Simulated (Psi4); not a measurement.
Pair of molecules, SMILES [AlH3] with SMILES [AsH3], pulled apart as rigid monomers along the line of their centres of mass from the B3LYP-D3(BJ)/def2-TZVP minimum (SMILES order as in the coordinates).
Starting geometry (charge 0, multiplicity 1):
```xyz
8

Al     0.2822     0.6255     0.5610
H     -0.5405    -0.2926    -0.4415
H     -0.2475     2.0913     0.8698
H      1.8116     0.2894     0.8303
As    -0.6518    -0.4896     2.7987
H     -0.1867     0.0103     4.1465
H     -0.4327    -1.9611     3.0628
H     -2.1331    -0.4681     3.0957
```

These are Psi4 with SAPT0/aug-cc-pVDZ values and carry that method's errors.

```json
[
 {"Al1···As5 (Å)": "2.40", "electrostatics (meV)": "-2128.1", "exchange (meV)": "(withheld)", "induction (meV)": "-1243.0", "dispersion (meV)": "-461.2", "total": "-596.7"},
 {"Al1···As5 (Å)": "2.67", "electrostatics (meV)": "(withheld)", "exchange (meV)": "1641.3", "induction (meV)": "-804.0", "dispersion (meV)": "-304.1", "total": "-718.7"},
 {"Al1···As5 (Å)": "3.07", "electrostatics (meV)": "-585.5", "exchange (meV)": "572.2", "induction (meV)": "-377.6", "dispersion (meV)": "-165.6", "total": "-556.6"},
 {"Al1···As5 (Å)": "3.74", "electrostatics (meV)": "-201.7", "exchange (meV)": "92.1", "induction (meV)": "-92.9", "dispersion (meV)": "-62.5", "total": "-264.9"},
 {"Al1···As5 (Å)": "4.80", "electrostatics (meV)": "-59.0", "exchange (meV)": "4.3", "induction (meV)": "-10.4", "dispersion (meV)": "-15.0", "total": "-80.1"}
]
```

Q: Some entries are withheld; supply them.

A: 
- 2.40, exchange (meV): 3235.7
- 2.67, electrostatics (meV): -1251.9
